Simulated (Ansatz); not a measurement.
Reaction (formal hydrolysis of the Si–Se bond): `N[SiH](F)[SeH]` + H₂O → `N[SiH](O)F` + H₂Se

Calculated with Ansatz (gas phase, PBE0-D4/def2-TZVP geometries, no zero-point term in ΔE). CCSD(T)/CBS adds triple-zeta CCSD(T) − MP2 to the extrapolated MP2 energy (def2 sets, frozen cores). This one scheme is used for every species. Functionals use def2-TZVPP. For Se outer-core shells are correlated without core-valence functions, which leaves a few kJ/mol of doubt a bond. Scalar relativity is left out up to krypton. Each species was taken in one conformer, which may not be the lowest.

`N[SiH](F)[SeH]`:

Cartesian coordinates in Å:
```
N 0.275 -1.143 0.263
Si 0.442 0.519 -0.018
F 1.155 0.648 -1.442
Se -1.593 1.500 0.078
H -0.383 -1.499 0.935
H 1.011 -1.796 0.049
H 1.289 1.306 0.908
H -2.197 0.465 -0.773
```

H₂O:

Z-matrix (Å, degrees):
```
O
H 1 0.960
H 1 0.960 2 105.1
```

`N[SiH](O)F`:

```xyz
8

N    -0.616    0.037   -1.013
Si    0.498   -0.205    0.247
O     0.183    0.796    1.493
F     0.324   -1.742    0.638
H    -0.838   -0.710   -1.650
H    -0.745    0.941   -1.436
H     1.928    0.004   -0.042
H    -0.733    0.880    1.762
```

H₂Se:

Z-matrix (Å, degrees):
```
Se
H 1 1.467
H 1 1.467 2 91.2
```

```json
{"level": "PBE", "ΔE (kcal/mol)": "-11.0"}
{"level": "r2SCAN0", "ΔE (kcal/mol)": "-13.3"}
{"level": "LC-ωPBE", "ΔE (kcal/mol)": "-13.1"}
{"level": "MP2/def2-SVP", "ΔE (kcal/mol)": "-13.6"}
{"level": "CCSD(T)/def2-SVP", "ΔE (kcal/mol)": "-14.2"}
{"level": "HF/def2-QZVPP", "ΔE (kcal/mol)": "-17.7"}
{"level": "SCS-MP2/def2-QZVPP", "ΔE (kcal/mol)": "-13.3"}
{"level": "MP2/CBS(def2)", "ΔE (kcal/mol)": "-11.0"}
```

Q: What does CCSD(T)/CBS give? (Best estimate.)

A: Ansatz gave: -12.1 kcal/mol. The listed levels differ from it by 1.1, -1.2, -1.0, -1.5, -2.1, -5.6, -1.2, 1.1 kcal/mol.

Largest T1 diagnostic among the species: 0.011.

In def2-TZVPP, CCSD(T) changes the Hartree–Fock value by +3.7 kcal/mol (the triples alone add +0.7 kcal/mol) and MP2 by +4.8 kcal/mol. From BLYP to BHLYP (50 % exact exchange), in def2-TZVPP and without D4, ΔE moves by −1.5 kcal/mol.
